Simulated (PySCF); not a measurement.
# Magnetisability: SMILES C(=C)CC#CC(=C)C, C8H10

Geometry:
```json
{"atom": "C1", "x (Å)": "3.630", "y (Å)": "0.436", "z (Å)": "-0.194"}
{"atom": "C2", "x (Å)": "2.632", "y (Å)": "-0.219", "z (Å)": "0.366"}
{"atom": "C3", "x (Å)": "1.728", "y (Å)": "-1.165", "z (Å)": "-0.370"}
{"atom": "C4", "x (Å)": "0.343", "y (Å)": "-0.746", "z (Å)": "-0.261"}
{"atom": "C5", "x (Å)": "-0.802", "y (Å)": "-0.392", "z (Å)": "-0.159"}
{"atom": "C6", "x (Å)": "-2.146", "y (Å)": "0.048", "z (Å)": "-0.060"}
{"atom": "C7", "x (Å)": "-3.157", "y (Å)": "-0.817", "z (Å)": "-0.061"}
{"atom": "C8", "x (Å)": "-2.329", "y (Å)": "1.535", "z (Å)": "0.037"}
{"atom": "H9", "x (Å)": "4.260", "y (Å)": "1.105", "z (Å)": "0.367"}
{"atom": "H10", "x (Å)": "3.865", "y (Å)": "0.327", "z (Å)": "-1.241"}
{"atom": "H11", "x (Å)": "2.408", "y (Å)": "-0.093", "z (Å)": "1.417"}
{"atom": "H12", "x (Å)": "1.822", "y (Å)": "-2.170", "z (Å)": "0.059"}
{"atom": "H13", "x (Å)": "2.009", "y (Å)": "-1.211", "z (Å)": "-1.426"}
{"atom": "H14", "x (Å)": "-2.995", "y (Å)": "-1.878", "z (Å)": "-0.135"}
{"atom": "H15", "x (Å)": "-4.179", "y (Å)": "-0.485", "z (Å)": "0.009"}
{"atom": "H16", "x (Å)": "-1.905", "y (Å)": "2.021", "z (Å)": "-0.842"}
{"atom": "H17", "x (Å)": "-1.808", "y (Å)": "1.921", "z (Å)": "0.912"}
{"atom": "H18", "x (Å)": "-3.384", "y (Å)": "1.789", "z (Å)": "0.110"}
```

Theory: PySCF 2.14.0, GIAO HF/pcSseg-1 magnetisability, rotational g tensor and spin-rotation constants, non-relativistic, gas phase. Geometry: GFN2-xTB.

Q: What are the magnetisability and the molar susceptibility?

A: Isotropic -1265 × 10⁻³⁰ J/T², or -76.2 × 10⁻⁶ cm³/mol; principal values -1346, -1241, -1209 × 10⁻³⁰ J/T², anisotropy 124 × 10⁻³⁰ J/T² (root of half the summed squared differences of the principal values). The susceptibility is in cgs units.

Q: Split it along the inertial axes a, b, c into diamagnetic and paramagnetic parts about the centre of mass, with the quadrupole moment.

A: 
```csv
axis,χ (10⁻⁶ cm³/mol),diamagnetic (10⁻⁶ cm³/mol),paramagnetic (10⁻⁶ cm³/mol),summed x² of all electrons (Å²),quadrupole Θ (D Å)
a,-78.5,-349.3,270.8,364.5,+5.39
b,-75.6,-1628.5,1552.9,63.0,-0.97
c,-74.4,-1813.9,1739.5,19.3,-4.42
```
Anisotropies 2χaa − χbb − χcc = -7.0 and 2χbb − χaa − χcc = +1.7 × 10⁻⁶ cm³/mol. Θ is traceless in Buckingham's convention.

Q: And the rotational g tensor?

A: 
| axis | rotational constant (GHz) | g | nuclear part | electronic part |
| --- | --- | --- | --- | --- |
| a | 5.3747 | -0.0233 | 0.6604 | -0.6837 |
| b | 0.8017 | -0.0032 | 0.5817 | -0.5849 |
| c | 0.7186 | -0.0026 | 0.5847 | -0.5873 |

Asymmetric top; isotopes 12C, 1H; no vibrational averaging.
